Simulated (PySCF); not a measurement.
PySCF input (MN15/def2-TZVPD):

```python
from pyscf import gto, scf, dft

mol = gto.M(
    atom='''
    Na   -0.00000000   -0.00000000   -0.91722285
    O     0.00000000    0.00000000    1.01503037
    H     0.00000000    0.00000000    1.96920848
    ''',
    basis='def2-tzvpd',
    charge=0,
    spin=0,
    verbose=4,
)

mf = dft.RKS(mol, xc='mn15').density_fit(auxbasis='def2-universal-jkfit')
mf.grids.level = 4
mf.conv_tol = 1e-9
mf.max_cycle = 100
mf.max_memory = 1500
mf.kernel()
if not mf.converged:
    mf = mf.newton()
    mf.kernel(mf.make_rdm1())
mf.analyze()
```

Output:

```
PySCF version 2.14.0

[INPUT] verbose = 4
[INPUT] num. atoms = 3
[INPUT] num. electrons = 20
[INPUT] charge = 0
[INPUT] spin (= nelec alpha-beta = 2S) = 0
[INPUT] symmetry False subgroup None
[INPUT] Mole.unit = angstrom
[INPUT] Symbol           X                Y                Z      unit          X                Y                Z       unit  Magmom
[INPUT]  1 Na     0.000000000000   0.000000000000  -0.917222850000 AA    0.000000000000   0.000000000000  -1.733299981693 Bohr   0.0
[INPUT]  2 O      0.000000000000   0.000000000000   1.015030370000 AA    0.000000000000   0.000000000000   1.918129407416 Bohr   0.0
[INPUT]  3 H      0.000000000000   0.000000000000   1.969208480000 AA    0.000000000000   0.000000000000   3.721264709371 Bohr   0.0

nuclear repulsion = 30.5535270712697
number of shells = 32
number of NR pGTOs = 122
number of NR cGTOs = 84
basis = def2-tzvpd
ecp = {}

******** <class 'pyscf.df.df_jk.DFRKS'> ********
method = DFRKS
initial guess = minao
damping factor = 0
level_shift factor = 0
DIIS = <class 'pyscf.scf.diis.CDIIS'>
diis_start_cycle = 1
diis_space = 8
diis_damp = 0
SCF conv_tol = 1e-09
SCF conv_tol_grad = None
SCF max_cycles = 100
direct_scf = False
XC library pyscf.dft.libxc version 7.1.2
    S. Lehtola, C. Steigemann, M. J. T. Oliveira, and M. A. L. Marques,  SoftwareX 7, 1–5 (2018)
XC functionals = mn15
    H. S. Yu, X. He, S. L. Li, and D. G. Truhlar,  Chem. Sci. 7, 5032–5051 (2016)
    H. S. Yu, X. He, S. L. Li, and D. G. Truhlar,  Chem. Sci. 7, 5032–5051 (2016)
radial grids:
    Treutler-Ahlrichs [JCP 102, 346 (1995); DOI:10.1063/1.469408] (M4) radial grids

becke partition: Becke, JCP 88, 2547 (1988); DOI:10.1063/1.454033
pruning grids: <function nwchem_prune>
grids dens level: 4
symmetrized grids: False
atomic radii adjust function: <function treutler_atomic_radii_adjust>
small_rho_cutoff = 0
Set gradient conv threshold to 3.16228e-05
Initial guess from minao.
tot grids = 71352
******** <class 'pyscf.df.df.DF'> ********
auxbasis = def2-universal-jkfit
init E= -237.801922026098
  HOMO = -0.45085889508807  LUMO = -0.0853925508882014  gap/eV = 9.94485
cycle= 1 E= -237.805303339613  delta_E= -0.00338  |g|= 1.03  |ddm|= 1.19

WARN: HOMO 0.0157746121396903 == LUMO 0.0157746121396976

cycle= 2 E= -234.562403619782  delta_E= 3.24  |g|= 2.93  |ddm|= 5.33
  HOMO = -0.345315760963623  LUMO = -0.0314618524255863  gap/eV = 8.54040
cycle= 3 E= -237.980750815454  delta_E= -3.42  |g|= 0.291  |ddm|= 5.24
  HOMO = -0.216547631031297  LUMO = -0.0107137759319832  gap/eV = 5.60102
cycle= 4 E= -238.005146363467  delta_E= -0.0244  |g|= 0.0621  |ddm|= 0.253
  HOMO = -0.217577356622471  LUMO = -0.00641836374045158  gap/eV = 5.74593
cycle= 5 E= -238.005867113402  delta_E= -0.000721  |g|= 0.0237  |ddm|= 0.0962
  HOMO = -0.222987412881065  LUMO = -0.00632669786755723  gap/eV = 5.89564
cycle= 6 E= -238.005968386832  delta_E= -0.000101  |g|= 0.00856  |ddm|= 0.0279
  HOMO = -0.225030679734839  LUMO = -0.00660182067251052  gap/eV = 5.94375
cycle= 7 E= -238.005980950917  delta_E= -1.26e-05  |g|= 0.00287  |ddm|= 0.00758
  HOMO = -0.225788893550842  LUMO = -0.00661184110856194  gap/eV = 5.96411
cycle= 8 E= -238.005982432629  delta_E= -1.48e-06  |g|= 0.000677  |ddm|= 0.00268
  HOMO = -0.225970340639407  LUMO = -0.00661651972752665  gap/eV = 5.96892
cycle= 9 E= -238.005982522002  delta_E= -8.94e-08  |g|= 0.000133  |ddm|= 0.000607
  HOMO = -0.226009917482113  LUMO = -0.00662192094134592  gap/eV = 5.96985
cycle= 10 E= -238.00598252604  delta_E= -4.04e-09  |g|= 8e-06  |ddm|= 0.000175
  HOMO = -0.226008216687326  LUMO = -0.00662288063402555  gap/eV = 5.96978
cycle= 11 E= -238.005982526071  delta_E= -3.13e-11  |g|= 1.28e-06  |ddm|= 1.74e-05
  HOMO = -0.226008372707621  LUMO = -0.00662281759018762  gap/eV = 5.96979
Extra cycle  E= -238.005982526073  delta_E= -1.82e-12  |g|= 6.49e-07  |ddm|= 2.76e-06
converged SCF energy = -238.005982526073
**** SCF Summaries ****
Total Energy =                        -238.005982526073240
Nuclear Repulsion Energy =              30.553527071269748
One-electron Energy =                 -394.672687230785129
Two-electron Energy =                  126.113177633442177
Two-electron Coulomb Energy =          149.430408902101419
DFT Exchange-Correlation Energy =      -23.317231268659238
HOMO-LUMO gap [eV] =                     5.969785027512461
**** MO energy ****
MO #1   energy= -37.8998616586995  occ= 2
MO #2   energy= -18.6638054291693  occ= 2
MO #3   energy= -2.197547308838    occ= 2
MO #4   energy= -1.202612393964    occ= 2
MO #5   energy= -1.20261238559676  occ= 2
MO #6   energy= -1.20051211229305  occ= 2
MO #7   energy= -0.852828165648361 occ= 2
MO #8   energy= -0.372133571027852 occ= 2
MO #9   energy= -0.226008553139149 occ= 2
MO #10  energy= -0.226008372707621 occ= 2
MO #11  energy= -0.00662281759018762 occ= 0
MO #12  energy= 0.0259199937041977 occ= 0
MO #13  energy= 0.025920122173825  occ= 0
MO #14  energy= 0.0300978511507502 occ= 0
MO #15  energy= 0.0784213872954506 occ= 0
MO #16  energy= 0.0784214798904161 occ= 0
MO #17  energy= 0.0800697801823942 occ= 0
MO #18  energy= 0.0898528716195207 occ= 0
MO #19  energy= 0.139001142071471  occ= 0
MO #20  energy= 0.177860158516939  occ= 0
MO #21  energy= 0.177860401609933  occ= 0
MO #22  energy= 0.240054832059327  occ= 0
MO #23  energy= 0.243725187757115  occ= 0
MO #24  energy= 0.243725286576285  occ= 0
MO #25  energy= 0.268936932806699  occ= 0
MO #26  energy= 0.268936948072799  occ= 0
MO #27  energy= 0.291329679483228  occ= 0
MO #28  energy= 0.302085245199561  occ= 0
MO #29  energy= 0.302085418096612  occ= 0
MO #30  energy= 0.316094920762143  occ= 0
MO #31  energy= 0.403343899740485  occ= 0
MO #32  energy= 0.416850715447293  occ= 0
MO #33  energy= 0.416850757147986  occ= 0
MO #34  energy= 0.453310250206449  occ= 0
MO #35  energy= 0.505717619064222  occ= 0
MO #36  energy= 0.505717824519131  occ= 0
MO #37  energy= 0.582354886302099  occ= 0
MO #38  energy= 0.664677856904225  occ= 0
MO #39  energy= 0.664677884097028  occ= 0
MO #40  energy= 0.826464383525956  occ= 0
MO #41  energy= 0.826464441412748  occ= 0
MO #42  energy= 0.830125973854148  occ= 0
MO #43  energy= 0.964602661764935  occ= 0
MO #44  energy= 1.10188976184451   occ= 0
MO #45  energy= 1.10188977481162   occ= 0
MO #46  energy= 1.1158749296981    occ= 0
MO #47  energy= 1.16153582833864   occ= 0
MO #48  energy= 1.16153584572531   occ= 0
MO #49  energy= 1.21008062183189   occ= 0
MO #50  energy= 1.31407549590743   occ= 0
MO #51  energy= 1.31407549839026   occ= 0
MO #52  energy= 1.41650020138263   occ= 0
MO #53  energy= 1.81958982482567   occ= 0
MO #54  energy= 1.81958985961702   occ= 0
MO #55  energy= 1.86833822028179   occ= 0
MO #56  energy= 1.86834853732256   occ= 0
MO #57  energy= 2.02373585494006   occ= 0
MO #58  energy= 2.28434665773586   occ= 0
MO #59  energy= 2.28434670546808   occ= 0
MO #60  energy= 2.76484147945981   occ= 0
MO #61  energy= 2.91098089700666   occ= 0
MO #62  energy= 2.91098099754077   occ= 0
MO #63  energy= 2.99306052999577   occ= 0
MO #64  energy= 3.20941424264034   occ= 0
MO #65  energy= 3.96305171192114   occ= 0
MO #66  energy= 4.48516763923615   occ= 0
MO #67  energy= 5.16081852182063   occ= 0
MO #68  energy= 5.16084752719603   occ= 0
MO #69  energy= 5.2046729231966    occ= 0
MO #70  energy= 5.20467292325683   occ= 0
MO #71  energy= 5.45483942226832   occ= 0
MO #72  energy= 5.45483959293817   occ= 0
MO #73  energy= 5.66729202064504   occ= 0
MO #74  energy= 5.66729212744967   occ= 0
MO #75  energy= 5.74454410052785   occ= 0
MO #76  energy= 5.74454411185964   occ= 0
MO #77  energy= 5.76982186445086   occ= 0
MO #78  energy= 6.37364006960455   occ= 0
MO #79  energy= 6.38547334833863   occ= 0
MO #80  energy= 6.38548304386592   occ= 0
MO #81  energy= 6.51034964660388   occ= 0
MO #82  energy= 6.51034985927811   occ= 0
MO #83  energy= 7.04413108992131   occ= 0
MO #84  energy= 41.9834513426264   occ= 0
 ** Mulliken pop on meta-lowdin orthogonal AOs  **
 ** Mulliken pop  **
pop of  0 Na 1s           1.99986
pop of  0 Na 2s           1.99787
pop of  0 Na 3s           0.07763
pop of  0 Na 4s           0.00136
pop of  0 Na 5s           0.00056
pop of  0 Na 2px          1.99966
pop of  0 Na 2py          1.99966
pop of  0 Na 2pz          1.99940
pop of  0 Na 3px          0.00813
pop of  0 Na 3py          0.00813
pop of  0 Na 3pz          0.00347
pop of  0 Na 4px          0.00046
pop of  0 Na 4py          0.00046
pop of  0 Na 4pz          0.00057
pop of  0 Na 5px          0.00188
pop of  0 Na 5py          0.00188
pop of  0 Na 5pz          0.00076
pop of  0 Na 6px          0.00000
pop of  0 Na 6py          0.00000
pop of  0 Na 6pz          0.00008
pop of  0 Na 3dxy         0.00000
pop of  0 Na 3dyz         0.00517
pop of  0 Na 3dz^2        0.00069
pop of  0 Na 3dxz         0.00517
pop of  0 Na 3dx2-y2      0.00000
pop of  0 Na 4dxy         0.00000
pop of  0 Na 4dyz         0.00055
pop of  0 Na 4dz^2        0.00057
pop of  0 Na 4dxz         0.00055
pop of  0 Na 4dx2-y2      0.00000
pop of  0 Na 5dxy         0.00000
pop of  0 Na 5dyz         0.00004
pop of  0 Na 5dz^2        0.00023
pop of  0 Na 5dxz         0.00004
pop of  0 Na 5dx2-y2      0.00000
pop of  1 O 1s            1.99984
pop of  1 O 2s            1.72317
pop of  1 O 3s            0.00787
pop of  1 O 4s            0.00057
pop of  1 O 5s            0.00023
pop of  1 O 6s            0.00014
pop of  1 O 2px           1.94376
pop of  1 O 2py           1.94376
pop of  1 O 2pz           1.48080
pop of  1 O 3px           0.02539
pop of  1 O 3py           0.02539
pop of  1 O 3pz           0.00203
pop of  1 O 4px           0.00101
pop of  1 O 4py           0.00101
pop of  1 O 4pz           0.00061
pop of  1 O 5px           0.00042
pop of  1 O 5py           0.00042
pop of  1 O 5pz           0.00105
pop of  1 O 3dxy          0.00000
pop of  1 O 3dyz          0.00022
pop of  1 O 3dz^2         0.00344
pop of  1 O 3dxz          0.00022
pop of  1 O 3dx2-y2       0.00000
pop of  1 O 4dxy          0.00000
pop of  1 O 4dyz          0.00007
pop of  1 O 4dz^2         0.00015
pop of  1 O 4dxz          0.00007
pop of  1 O 4dx2-y2       0.00000
pop of  1 O 5dxy          0.00000
pop of  1 O 5dyz          0.00022
pop of  1 O 5dz^2         0.00037
pop of  1 O 5dxz          0.00022
pop of  1 O 5dx2-y2       0.00000
pop of  1 O 4f-3          0.00000
pop of  1 O 4f-2          0.00000
pop of  1 O 4f-1          0.00020
pop of  1 O 4f+0          0.00065
pop of  1 O 4f+1          0.00020
pop of  1 O 4f+2          0.00000
pop of  1 O 4f+3          0.00000
pop of  2 H 1s            0.68147
pop of  2 H 2s            0.00692
pop of  2 H 3s            0.00548
pop of  2 H 2px           0.00845
pop of  2 H 2py           0.00845
pop of  2 H 2pz           0.00111
pop of  2 H 3px           0.00436
pop of  2 H 3py           0.00436
pop of  2 H 3pz           0.00105
 ** Mulliken atomic charges  **
charge of    0Na =      0.88518
charge of    1O =     -1.16353
charge of    2H =      0.27835
Dipole moment(X, Y, Z, Debye): -0.00000, -0.00000, -6.67101
```
